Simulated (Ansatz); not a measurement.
The cluster Fe6⁺, relaxed as a multiplicity 18 with UKS PBE-D4/def2-SVP in Ansatz, starting from the GFN2-xTB geometry. Force threshold 0.02 eV/Å.

The charge 1 multiplicity 18 is spin-contaminated (final ⟨S²⟩ up to 81.34, 80.75 for a pure state). An occupied level of the charge 1 multiplicity 18 lies above an empty one of the other spin, so a lower spin may lie lower. The relaxation made no stability test and no search for a lower SCF solution. No other spin state of charge 1 was run. The structure comes from a short search, and lower isomers may exist.

Start:

| atom | x (Å) | y (Å) | z (Å) |
| --- | --- | --- | --- |
| Fe1 | -1.485 | -0.575 | 0.507 |
| Fe2 | -0.656 | 0.497 | -1.367 |
| Fe3 | -0.511 | 2.391 | 1.095 |
| Fe4 | 1.491 | 0.553 | -0.523 |
| Fe5 | 0.658 | -0.467 | 1.375 |
| Fe6 | 0.503 | -2.399 | -1.087 |

**Question.** Estimate the energy that the relaxation releases and the steps that it takes.

**Answer.** 114.3 kcal/mol, in 9 steps; 2 min on 4 threads of Arm Neoverse V1 on a shared host. No frequencies were taken in this run, so the end may be a saddle point.

**Question.** Does the start keep its bonding?

**Answer.** By distances, no bond broke or formed. The bond that changes most is Fe5–Fe6, from 3.13 to 2.27 Å (atoms count from 1). The end is the same structure that another start reached, the lowest one found.

**Question.** Predict the relaxed structure.

**Answer.** 
```xyz
6

Fe   -1.580   -0.741    0.496
Fe   -0.565    0.416   -1.171
Fe   -0.242    1.655    0.701
Fe    1.579    0.732   -0.499
Fe    0.561   -0.413    1.175
Fe    0.247   -1.650   -0.702
```
Bond lengths (bridged metal pairs left out): 13 × Fe–Fe 2.27 to 2.75 Å.
